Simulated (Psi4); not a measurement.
H2O2Zn, singlet, geometry from GFN2-xTB (such geometries of metal compounds can be far from the true shape); B3LYP/STO-3G (Psi4 1.11).

The Psi4 input:
```
memory 2 GB

molecule mol {
0 1
  Zn   -0.000436    0.169482    0.031072
  O     1.253232   -0.157725   -1.081838
  H     1.826601    0.515612   -1.441727
  O    -1.251444   -0.537476    0.954383
  H    -1.827828   -0.038460    1.529206
}

set basis sto-3g
set reference rks
set dft_spherical_points 194

energy('b3lyp')
print_variables()
```

It wrote (shortened):

```
   => Loading Basis Set <=

    Name: STO-3G
    Role: ORBITAL
    Keyword: BASIS

         ---------------------------------------------------------
                                   SCF
               by Justin Turney, Rob Parrish, Andy Simmonett
                          and Daniel G. A. Smith
                              RKS Reference
         ---------------------------------------------------------

  ==> Geometry <==

    Molecular point group: c1
    Full point group: C1

    Geometry (in Angstrom), charge = 0, multiplicity = 1:

       Center              X                  Y                   Z               Mass
    ------------   -----------------  -----------------  -----------------  -----------------
         ZN          -0.000430784277     0.167480216209     0.030705041072    63.929142010000
         O            1.253237215723    -0.159726783791    -1.082204958928    15.994914619570
         H            1.826606215723     0.513610216209    -1.442093958928     1.007825032230
         O           -1.251438784277    -0.539477783791     0.954016041072    15.994914619570
         H           -1.827822784277    -0.040461783791     1.528839041072     1.007825032230

  Running in c1 symmetry.

  Rotational constants: A =      2.80429  B =      0.17594  C =      0.16555 [cm^-1]
  Rotational constants: A =  84070.49170  B =   5274.48843  C =   4963.10856 [MHz]
  Nuclear repulsion =  183.593264203954931

  Charge       = 0
  Multiplicity = 1
  Electrons    = 48
  Nalpha       = 24
  Nbeta        = 24

  ==> Algorithm <==

  SCF Algorithm Type is DF.
  DIIS enabled.
  MOM disabled.
  Fractional occupation disabled.
  Guess Type is SAD.
  Energy threshold   = 1.00e-06
  Density threshold  = 1.00e-06
  Integral threshold = 1.00e-12

  ==> Primary Basis <==

  Basis Set: STO-3G
    Blend: STO-3G
    Number of shells: 16
    Number of basis functions: 30
    Number of Cartesian functions: 31
    Spherical Harmonics?: true
    Max angular momentum: 2

  ==> DFT Potential <==

   => LibXC <=

    Version 7.1.2
    S. Lehtola, C. Steigemann, M. J. T. Oliveira, and M. A. L. Marques,  SoftwareX 7, 1–5 (2018) (10.1016/j.softx.2017.11.002)

   => Composite Functional: B3LYP <=

    B3LYP Hyb-GGA Exchange-Correlation Functional

    P. J. Stephens, F. J. Devlin, C. F. Chabalowski, and M. J. Frisch,  J. Phys. Chem. 98, 11623 (1994) (10.1021/j100096a001)

    Deriv               =              1
    GGA                 =           TRUE
    Meta                =          FALSE

    Exchange Hybrid     =           TRUE
    MP2 Hybrid          =          FALSE

   => Exchange Functionals <=

    0.0800   Slater exchange
    0.7200         Becke 88

   => Exact (HF) Exchange <=

    0.2000               HF

   => Correlation Functionals <=

    0.1900   Vosko, Wilk & Nusair (VWN5_RPA)
    0.8100   Lee, Yang & Parr

   => LibXC Density Thresholds  <==

    XC_HYB_GGA_XC_B3LYP:  1.00E-15

   => Molecular Quadrature <=

    Radial Scheme          =       TREUTLER
    Pruning Scheme         =           NONE
    Nuclear Scheme         =       TREUTLER

    Blocking Scheme        =         OCTREE
    BS radius alpha        =              1
    Pruning alpha          =              1
    Radial Points          =             75
    Spherical Points       =            194
    Total Points           =          68477
    Total Blocks           =            582
    Max Points             =            256
    Max Functions          =             29
    Weights Tolerance      =       1.00E-15

   => Loading Basis Set <=

    Name: (STO-3G AUX)
    Role: JKFIT
    Keyword: DF_BASIS_SCF

  ==> Integral Setup <==

  SCF_SUBTYPE=INCORE selected. In-core MEM_DF algorithm will be used.
  Using in-core AOs.

  ==> MemDFJK: Density-Fitted J/K Matrices <==

    J tasked:                   Yes
    K tasked:                   Yes
    wK tasked:                   No
    Algorithm:                 Core
    Schwarz Cutoff:           1E-12
    Mask sparsity (%):       2.4444
    Fitting Condition:        1E-10

   => Auxiliary Basis Set <=

  Basis Set: (STO-3G AUX)
    Blend: DEF2-UNIVERSAL-JKFIT
    Number of shells: 120
    Number of basis functions: 454
    Number of Cartesian functions: 603
    Spherical Harmonics?: true
    Max angular momentum: 6

  Minimum eigenvalue in the overlap matrix is 3.1350609339E-01.
  Reciprocal condition number of the overlap matrix is 1.5672726978E-01.
    Using symmetric orthogonalization.

  ==> Pre-Iterations <==

  SCF Guess: Superposition of Atomic Densities via on-the-fly atomic UHF (no occupation information).

   -------------------------
    Irrep   Nso     Nmo
   -------------------------
     A         30      30
   -------------------------
    Total      30      30
   -------------------------

  ==> Iterations <==

                           Total Energy        Delta E     RMS |[F,P]|

   @DF-RKS iter SAD: -1906.34767683587415   -1.90635e+03   0.00000e+00
   @DF-RKS iter   1: -1906.54406192752117   -1.96385e-01   3.68704e-02 ADIIS/DIIS
   @DF-RKS iter   2: -1875.30846958205302    3.12356e+01   9.92287e-02 ADIIS/DIIS
   @DF-RKS iter   3: -1903.19684386954555   -2.78884e+01   8.24006e-02 ADIIS/DIIS
   @DF-RKS iter   4: -1907.95142051455332   -4.75458e+00   1.60501e-02 ADIIS/DIIS
   @DF-RKS iter   5: -1908.05055388394476   -9.91334e-02   1.59007e-02 ADIIS/DIIS
   @DF-RKS iter   6: -1908.08539028647101   -3.48364e-02   1.24085e-02 ADIIS/DIIS
   @DF-RKS iter   7: -1908.03329859966493    5.20917e-02   1.57965e-02 ADIIS/DIIS
   @DF-RKS iter   8: -1908.17385616838033   -1.40558e-01   3.45455e-03 ADIIS/DIIS
   @DF-RKS iter   9: -1908.18141194888699   -7.55578e-03   2.29434e-04 ADIIS/DIIS
   @DF-RKS iter  10: -1908.18152610164589   -1.14153e-04   1.26670e-04 ADIIS/DIIS
   @DF-RKS iter  11: -1908.18156119430000   -3.50927e-05   1.05127e-04 ADIIS/DIIS
   @DF-RKS iter  12: -1908.18158426460627   -2.30703e-05   2.68006e-05 DIIS
   @DF-RKS iter  13: -1908.18159027311845   -6.00851e-06   2.16887e-05 DIIS
   @DF-RKS iter  14: -1908.18159783239253   -7.55927e-06   2.77500e-05 DIIS
   @DF-RKS iter  15: -1908.18160615260263   -8.32021e-06   6.71974e-06 DIIS
   @DF-RKS iter  16: -1908.18160633170010   -1.79097e-07   4.25818e-07 DIIS
  Energy and wave function converged.

  ==> Post-Iterations <==

   Electrons on quadrature grid:
      Ntotal   =   47.9996741440 ; deviation = -3.259e-04

    Orbital Energies [Eh]
    ---------------------

    Doubly Occupied:

       1A   -343.789361     2A    -41.303348     3A    -37.238608
       4A    -37.196789     5A    -37.192847     6A    -18.791565
       7A    -18.791238     8A     -4.642651     9A     -3.120967
      10A     -3.044729    11A     -3.039915    12A     -0.891651
      13A     -0.882925    14A     -0.426659    15A     -0.387297
      16A     -0.222133    17A     -0.187926    18A     -0.178204
      19A     -0.148319    20A     -0.082988    21A     -0.013975
      22A     -0.009718    23A      0.042823    24A      0.045118

    Virtual:

      25A      0.135671    26A      0.156588    27A      0.238788
      28A      0.381520    29A      0.475091    30A      0.558947

    Final Occupation by Irrep:
              A
    DOCC [    24 ]
    NA   [    24 ]
    NB   [    24 ]

  @DF-RKS Final Energy: -1908.18160633170010

   => Energetics <=

    Nuclear Repulsion Energy =            183.5932642039549307
    One-Electron Energy =               -3029.8076832182159706
    Two-Electron Energy =                1009.9014395186239881
    DFT Exchange-Correlation Energy =     -71.8686268360626599
    Empirical Dispersion Energy =           0.0000000000000000
    VV10 Nonlocal Energy =                  0.0000000000000000
    Total Energy =                      -1908.1816063316998680

Computation Completed

Properties will be evaluated at   0.000000,   0.000000,   0.000000 [a0]

Properties computed using the SCF density matrix

 Multipole Moments:

 ------------------------------------------------------------------------------------
     Multipole            Electronic (a.u.)      Nuclear  (a.u.)        Total (a.u.)
 ------------------------------------------------------------------------------------

 L = 1.  Multiply by 2.5417464519 to convert [e a0] to [Debye]
 Dipole X            :         -0.0016237            0.0004674           -0.0011563
 Dipole Y            :          0.6313052           -0.1815680            0.4497373
 Dipole Z            :          0.1157402           -0.0332876            0.0824526
 Magnitude           :                                                    0.4572345

 ------------------------------------------------------------------------------------

  Variable Map:
  ----------------------------------------------------------------------------
  "CURRENT ENERGY"              =>   -1908.181606331700
  "CURRENT REFERENCE ENERGY"    =>   -1908.181606331700
  "DD SOLVATION ENERGY"         =>       0.000000000000
  "DFT FUNCTIONAL TOTAL ENERGY" =>   -1908.181606331700
  "DFT TOTAL ENERGY"            =>   -1908.181606331700
  "DFT VV10 ENERGY"             =>       0.000000000000
  "DFT XC ENERGY"               =>     -71.868626836063
  "GRID ELECTRONS ALPHA"        =>      23.999837072010
  "GRID ELECTRONS BETA"         =>      23.999837072010
  "GRID ELECTRONS TOTAL"        =>      47.999674144020
  "NUCLEAR REPULSION ENERGY"    =>     183.593264203955
  "ONE-ELECTRON ENERGY"         =>   -3029.807683218216
  "PCM POLARIZATION ENERGY"     =>       0.000000000000
  "PE ENERGY"                   =>       0.000000000000
  "SCF ITERATION ENERGY"        =>   -1908.181606331700
  "SCF ITERATIONS"              =>      16.000000000000
  "SCF TOTAL ENERGY"            =>   -1908.181606331700
  "TWO-ELECTRON ENERGY"         =>    1009.901439518624
  "XC GRID RADIAL POINTS"       =>      75.000000000000
  "XC GRID SPHERICAL POINTS"    =>     194.000000000000
  "XC GRID TOTAL POINTS"        =>   68477.000000000000

  Array Variable Map:
  ----------------------------------------------------------------------------
  "CURRENT DIPOLE"              =>      -0.001156278444 ... 0.082452632673 1 by 3
  "SCF DIPOLE"                  =>      -0.001156278444 ... 0.082452632673 1 by 3
  "SCF TOTAL ENERGIES"          =>   -1906.347676835874 ... -1908.181606331700 1 by 17
```
